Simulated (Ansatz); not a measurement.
Computed with Ansatz on PBE0-D4/def2-TZVP structures; ΔE is electronic, products minus reactants. CCSD(T)/CBS adds triple-zeta CCSD(T) − MP2 to the extrapolated MP2 energy (def2 sets, frozen cores). For Se outer-core shells are correlated without core-valence functions, which leaves a few kJ/mol of doubt a bond. Scalar relativity is left out up to krypton. One conformer a species, not always the lowest.

`[OH][AlH][O]CF` + `C[SeH]` → `C[Se][AlH][OH]` + `OCF`  (ligand exchange at the Al–O bond)

```json
{"species": "`[OH][AlH][O]CF`", "CCSD(T)/CBS(def2) energy (Eh)": "-532.71702"}
{"species": "`C[SeH]`", "CCSD(T)/CBS(def2) energy (Eh)": "-2441.15625"}
{"species": "`C[Se][AlH][OH]`", "CCSD(T)/CBS(def2) energy (Eh)": "-2759.05165"}
{"species": "`OCF`", "CCSD(T)/CBS(def2) energy (Eh)": "-214.81254"}
```

**Question.** Work out ΔE.

**Answer.** ΔE = (-2759.05165) + (-214.81254) − (-532.71702) − (-2441.15625) = 0.00908 Eh = +5.7 kcal/mol.

Largest T1 diagnostic among the species: 0.013.

In def2-TZVPP, CCSD(T) changes the Hartree–Fock value by −1.7 kcal/mol (the triples alone add −0.5 kcal/mol) and MP2 by −2.1 kcal/mol.
